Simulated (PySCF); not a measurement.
Correlation energy of Zr- (zirconium, charge -1)

[Kr] 4d3 5s2, high-spin 4F determinant. Computed with PySCF 2.14 in aug-cc-pVTZ-DK, with scalar relativity by spin-free X2C-1e. Frozen: [Kr]; 5 electrons correlated.

MP2 pair energies summed by pair of shells (mhartree):

```
 pair  energy  share (%)
4d-5s  -21.47       44.7
4d-4d  -16.57       34.5
5s-5s   -9.95       20.7
```

Total MP2 correlation energy: -47.99 mhartree.

Same-spin part -28.43 and opposite-spin part -19.56 mhartree; SCS-MP2 scales them by 1/3 and 6/5 to -32.95 mhartree.

The Hartree-Fock reference does not bind the outermost electron (its level is positive or very diffuse), so these energies belong to a reference that the basis holds together.
